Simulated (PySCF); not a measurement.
**Core-level binding energies of `FB1SCCS1`**

C2H4BFS2.
Atom-mapped SMILES: `[F:1][B:2]1[S:3][CH2:4][CH2:5][S:6]1`

Geometry (PBE0-D3(BJ)/def2-SVP, Å), atoms numbered from 1 in this order:
```
atom  x, y, z in Å
F1     2.8660    1.0638   -0.5169
B2     1.6398    0.6137   -0.3043
S3     1.1456   -1.0623   -0.7684
C4    -0.4444   -0.9606    0.1289
C5    -0.9766    0.4569    0.0707
S6     0.3629    1.6377    0.4649
H7    -0.2689   -1.2733    1.1697
H8    -1.1467   -1.6705   -0.3325
H9    -1.7925    0.6073    0.7930
H10   -1.3554    0.6946   -0.9352
```

Level of theory: delta-SCF UKS SCAN, pcX-2 on the ionised atom, pcseg-1 elsewhere, spin-free X2C (PySCF 2.14.0). Vertical ΔSCF values, vacuum level as zero.

Q: What binding energy does each computed site have?

A: 
| atom(s) | environment | level | binding energy (eV) | count |
| --- | --- | --- | --- | --- |
| B2 | three-coordinate boron | B 1s | 197.86 | 1 |
| C4/C5 | sp3 carbon bound to sulfur | C 1s | 291.95 | 2 |
| F1 | boron-bound fluorine | F 1s | 693.06 | 1 |
| S3/S6 | sulfur bonded to B and C | S 1s | 2477.21 | 2 |

Q: Which photon energy gives electrons from B 1s of B2 a kinetic energy of 100 eV, and what is their de Broglie wavelength?

A: hν = 197.86 + 100 = 297.86 eV, recoil neglected; λ = 12.264 Å/√(E/eV) = 1.23 Å.

Atoms equivalent by their bonding share one computed value, that of the first of them. Not every level is listed. Geometry: PBE0-D3(BJ)/def2-SVP, one conformer, isolated molecule.
